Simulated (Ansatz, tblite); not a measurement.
Cost and result up the ladder for Zr₂Se₄ (6 atoms). The state is a singlet with charge 0. Geometry: PBE-D4/def2-SVP.

Cartesian coordinates in Å:
```
Zr -0.648 -1.753 -0.721
Zr 0.291 0.783 0.321
Se -0.156 -1.468 1.719
Se -2.029 0.324 -0.956
Se 1.492 -0.741 -1.541
Se 1.049 2.855 1.179
```

Ansatz on 4 threads of Intel Xeon on a shared host; xTB runs through tblite on one thread. Times are rough, summed over both states, and most runs start from the orbitals of an earlier one. PBE0-D4/def2-TZVP serves as the yardstick here, not as an exact answer. The other state is a quintet at its own geometry.

In the def2 sets Zr takes a core potential; there is no spin–orbit coupling. The xTB rows come from tblite. Correlated methods freeze 36 core orbitals; core or outer-core shells of Zr, Se are correlated, in sets that lack core-valence functions. HOMO above LUMO, or a gap near zero within one spin, warns that the state may not be the lowest or that an electron is smeared out. At PBE0-D4/def2-TZVP a singlet of charge 0 lies 2.60 eV below the quintet, each at its own geometry. The structure comes from a short search, and lower isomers may exist.

Second-order perturbation terms are unreliable where d shells bring near-degenerate states, and here MP2/def2-TZVP lies more than 0.4 eV from the median of the functionals without such a term.

Correlated methods converge slowly with the basis.

xTB has no spin-polarisation term.

| level | functions | quintet − singlet (eV) | difference from PBE0-D4/def2-TZVP (eV) | remarks |
| --- | --- | --- | --- | --- |
| PBE0-D4/def2-TZVP | 272 | 2.60 | 0.00 | – |
| BLYP-D4/def2-TZVP | 272 | 2.75 | 0.15 | gap within one spin near zero (quintet) |
| revPBE-D4/def2-TZVP | 272 | 2.68 | 0.08 | – |
| GFN2-xTB | 54 | 3.73 | 1.14 | – |
| GFN1-xTB | 54 | 3.04 | 0.44 | – |
| MP2/def2-TZVP | 272 | 3.84 | 1.24 | test for broken spin undecided (singlet) |
| PBE-D4/def2-TZVP | 272 | 2.74 | 0.14 | – |

Problem. Estimate how long each takes.

Solution. GFN1-xTB 0.098 s; GFN2-xTB 0.13 s; BLYP-D4/def2-TZVP 84 s; revPBE-D4/def2-TZVP 84 s; PBE-D4/def2-TZVP 89 s; MP2/def2-TZVP 2.7 min; PBE0-D4/def2-TZVP 2.9 min. On shared hardware such times vary by a factor of up to 3.
